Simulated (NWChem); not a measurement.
CaHOF; SMILES [F][Ca][OH]

```xyz
4

Ca     0.2908     0.0281     0.0000
F     -0.3056     1.9219     0.0000
O     -0.2936    -1.8874     0.0000
H     -0.7162    -2.7586     0.0000
```
Atoms are numbered in this order, from 1.

All runs: NWChem. The geometry was optimised at PBE-D3(BJ)/def2-SVP. Total energies compare along this basis series because the functional is fixed.

```csv
level,basis functions,energy (Ha),highest occupied level (eV),orbital gap (eV),dipole (D)
PBE0/pcseg-1,57,-852.9153,-7.16,5.86,3.72
PBE0/aug-pcseg-1,88,-852.9343,-7.52,6.08,3.76
PBE0/pcseg-2,107,-853.1196,-7.47,6.07,3.77
PBE0/STO-3G,24,-843.4474,-2.41,3.47,1.54
PBE0/def2-SVP,57,-852.8047,-7.18,5.82,3.65
```
